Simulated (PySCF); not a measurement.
**Highest orbital energy against ionisation energy along the second row**

Calculated with PySCF 2.14, no spin-orbit coupling. Each cell gives −ε(HOMO) / ΔSCF in eV; NIST values include spin-orbit coupling, (s) semi-empirical, (t) theoretical.

```tsv
species	UHF	LDA	PBE	PBE0	r2SCAN	NIST (lowest levels)
Be⁺ (x2c-TZVPPall with one added diffuse shell of s type, spin-free X2C)	18.128 / 18.125	14.293 / 18.243	14.460 / 18.481	15.472 / 18.446	14.609 / 18.174	18.211
B⁺ (x2c-TZVPPall with one added diffuse shell each of s, p, d type, spin-free X2C)	23.781 / 23.447	19.404 / 24.551	19.501 / 24.607	20.790 / 24.564	19.727 / 24.260	25.155
C⁺ (x2c-TZVPPall with one added diffuse shell each of s, p, d type, spin-free X2C)	24.872 / 24.167	17.795 / 24.762	17.946 / 24.849	19.789 / 24.831	18.637 / 25.000	24.383
N⁺ (x2c-TZVPPall with one added diffuse shell each of s, p, d type, spin-free X2C)	30.374 / 29.204	21.990 / 30.047	22.012 / 29.894	24.235 / 29.906	22.790 / 30.133	29.601 (s)
O⁺ (x2c-TZVPPall with one added diffuse shell each of s, p, d type, spin-free X2C)	36.204 / 34.574	26.426 / 35.575	26.358 / 35.271	28.971 / 35.307	27.289 / 35.477	35.121
F⁺ (x2c-TZVPPall with one added diffuse shell each of s, p, d type, spin-free X2C)	35.647 / 33.399	26.143 / 35.247	26.427 / 35.408	29.013 / 35.245	27.015 / 35.105	34.971
Ne⁺ (x2c-TZVPPall with one added diffuse shell each of s, p, d type, spin-free X2C)	42.085 / 39.269	31.205 / 41.407	31.215 / 41.122	34.200 / 40.991	32.003 / 41.122	40.963
```

Problem. How far is −ε(HOMO) from ΔSCF on average for each method, and why?

Solution. UHF 1.27 eV; LDA -7.51 eV; PBE -7.39 eV; PBE0 -5.26 eV; r2SCAN -6.74 eV. Hartree-Fock orbital energies lack relaxation and so exceed the ΔSCF value; semilocal functionals have convex E(N) from self-interaction, so their HOMO lies far too high; exact exchange moves hybrids part of the way back.
